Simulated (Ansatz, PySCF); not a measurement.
The pair A = SiH4 (SMILES [SiH4]) (first 5 atoms), B = C2H6O (SMILES CCO); geometry from B3LYP-D3(BJ)/def2-TZVP.
(charge 0, multiplicity 1):
```xyz
14

Si    -0.054    -0.067    -0.083
H     -1.235     0.194     0.767
H     -0.399     0.315    -1.477
H      0.308    -1.499    -0.066
H      1.088     0.769     0.349
C      0.106     1.302     3.889
C     -0.266    -0.164     3.760
O      0.544    -0.858     2.812
H     -0.557     1.806     4.596
H      0.032     1.805     2.925
H      1.130     1.415     4.257
H     -0.215    -0.661     4.736
H     -1.287    -0.269     3.392
H      1.469    -0.752     3.059
```

Run with Ansatz (a quantum-chemistry and plane-wave program); PySCF for the dispersion terms. Each number belongs to the level named beside it.

The monomers are drawn apart, rigid, along the line of their centres of mass. Counterpoise-corrected interaction energies (kcal/mol):

| level | R = 4.792 Å | R = 6.016 Å |
|---|---|---|
| PBE/def2-TZVPPD | -0.5642 | -0.1360 |
| PBE-D3(BJ)/def2-TZVPPD | -1.0198 | -0.2606 |
| wB97M-V/def2-TZVPPD | -0.9151 | -0.2565 |

### Question
R is the distance of the centres of mass. Find the local exponent m of E ∝ R⁻ᵐ between the two points.

### Answer

m = ln(E₁/E₂)/ln(R₂/R₁): PBE/def2-TZVPPD 6.3; PBE-D3(BJ)/def2-TZVPPD 6.0; wB97M-V/def2-TZVPPD 5.6. For scale, two fixed dipoles give m = 3, dipole and quadrupole 4, quadrupoles 5, and dispersion or dipole-induced dipole 6 at long range; at these distances several terms mix, and what is left of overlap and damping shifts m, so it need not match one of them.
